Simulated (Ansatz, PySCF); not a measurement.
System: C2H6FSi (charge 0, doublet). It need not be the lowest isomer of its formula. SMILES: C[Si](C)F
Geometry: optimised at B3LYP-D3(BJ)/def2-TZVP (Ansatz, a program for electronic structure).

Quantity: atomisation energy (electronic, to ground-state atoms), in eV. Correlated levels leave the core frozen unless marked. Open shells are spin-unrestricted. No spin-orbit coupling. No relativistic terms. The coupled-cluster limit lacks core correlation, which all-electron functionals hold. Basis-set limits of correlation are two-point, X^-3; Hartree-Fock from the larger set. [CCSD(T)-MP2]/basis is that difference in the basis named.

| level | program | atomisation energy (eV) |
|---|---|---|
| HF-D3(BJ)/def2-TZVPD | PySCF + dftd3 | 31.19 |

Task: Predict the RI-MP2/CBS(cc-pV(T+d)Z,cc-pV(Q+d)Z)+[CCSD(T)-MP2]/cc-pV(T+d)Z result (Ansatz).

Result: 38.82 eV, so HF-D3(BJ)/def2-TZVPD differs from it by -7.63 eV.
